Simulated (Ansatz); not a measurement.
`FC[SiH2]Br`. Charge 0, multiplicity 1.

Z-matrix (Å, degrees):
```
C
Si 1 1.889
F 1 1.390 2 109.1
H 1 1.095 2 111.1 3 -119.8
H 1 1.095 2 111.1 3 119.8
Br 2 2.222 1 106.6 3 -180.0
H 2 1.480 1 111.0 3 61.9
H 2 1.480 1 111.0 3 -61.9
```

List the harmonic frequencies (cm⁻¹, unscaled) at PBE0-D4/def2-TZVP in Ansatz. (Estimate.)

Computed: 79, 112, 252, 448, 479, 631, 718, 822, 861, 947, 1064, 1239, 1314, 1460, 2252, 2264, 3052, 3109.

Is this a minimum?

Yes, all 18 modes are real.

Give the ideal-gas thermochemistry at 298.15 K and 1 bar (rigid rotor, harmonic oscillator; point group Cs, symmetry number 1).

Zero-point energy 126.2 kJ/mol; H(298) − E = 143.9 kJ/mol; entropy 333.4 J/(mol·K), of which translation 170.8, rotation 113.8, vibration 48.9; G(298) − E = 44.5 kJ/mol. Modes under 100 cm⁻¹ are hindered rotations or soft bends, so the harmonic entropy is rough.
